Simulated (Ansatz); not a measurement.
`CNC1=CB1` → `BC1(C)C=N1`  (isomerisation)

Computed with Ansatz on PBE0-D4/def2-TZVP structures; ΔE is electronic, products minus reactants. CCSD(T)/CBS adds triple-zeta CCSD(T) − MP2 to the extrapolated MP2 energy (def2 sets, frozen cores). Functionals use def2-TZVPP. Each species was taken in one conformer, which may not be the lowest.

| level | ΔE (eV) |
| --- | --- |
| PBE | 1.32 |
| MP2/CBS(def2) | 1.18 |

(1) What does CCSD(T)/CBS give? (Estimate.)

Largest T1 diagnostic among the species: 0.012.

Results:

(1) The calculation gave: +1.14 eV. The listed levels differ from it by 0.18, 0.04 eV.

From r2SCAN to r2SCAN0 (25 % exact exchange), in def2-TZVPP and without D4, ΔE moves by +0.10 eV. In def2-TZVPP, CCSD(T) changes the Hartree–Fock value by −0.27 eV (the triples alone add −0.06 eV) and MP2 by −0.23 eV. Leaving LDA and LC-ωPBE aside and taking each functional with its dispersion term where it has one, the values, not all of them listed here, spread over 0.24 eV, from BLYP-D4 to r2SCAN0-D4. LDA lies +0.29 eV from PBE without D4.
